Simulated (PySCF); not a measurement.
How the functional moves excitation energies

CH4BBr.
InChI=1S/CH4BBr/c1-2-3/h2H,1H3

Linear-response calculations in the def2-SVPD basis (PySCF; singlets by full response, triplets Tamm–Dancoff, core orbitals frozen in the response; HF means time-dependent Hartree–Fock). 'Strongest' is the level of largest summed f among the singlets computed (10 roots, of which the last may lack a degenerate partner); it can jump between rows when another state enters that window. S1 is the lowest singlet of each run and needn't be the same state throughout; f(S1) is that of one state. Isolated species at its PBE0-D3(BJ)/def2-SVP geometry, gas phase. The LDA/def2-SVPD calculation is non-relativistic and has no spin–orbit coupling, an omission that weighs most on bromine.

```tsv
functional	kind	S1 (eV)	f(S1)	strongest (eV)	T1 (eV)	HOMO (eV)	gap (eV)	ionisation energy, ΔSCF (eV)
LDA	LDA	4.33	0.000	6.06	4.10	-6.87	4.21	10.30
PBE	GGA	4.43	0.000	6.08	4.17	-6.76	4.34	10.15
B3LYP	global hybrid, 20% exact exchange	4.84	0.000	6.41	4.58	-7.80	6.14	10.42
PBE0	global hybrid, 25% exact exchange	4.92	0.000	6.52	4.61	-8.04	6.58	10.42
BHandHLYP	global hybrid, 50% exact exchange	5.40	0.000	6.95	5.09	-9.18	8.81	10.50
CAM-B3LYP	range-separated hybrid	5.08	0.000	6.67	4.79	-9.38	9.07	10.56
wB97X-D	range-separated hybrid	5.16	0.000	6.72	4.91	-9.91	10.36	10.50
LC-wPBE	range-separated hybrid	5.30	0.000	6.94	4.92	-10.75	11.60	10.65
HF	Hartree–Fock	6.26	0.000	7.87	5.77	-10.99	12.88	not settled
```

S1 runs from 4.33 eV (LDA) to 6.26 eV (HF), a spread of 1.94 eV, while the orbital gap spreads over 8.7 eV. Along PBE (0%), B3LYP (20%), PBE0 (25%), BHandHLYP (50%), HF (100%) S1 rises with the share of exact exchange. −ε(HOMO) comes closest to its own ΔSCF ionisation energy with LC-wPBE (+0.10 eV) and misses most with LDA (-3.43 eV). 'Not settled' means that the ion's SCF failed to converge or may have ended in another state than the lowest.
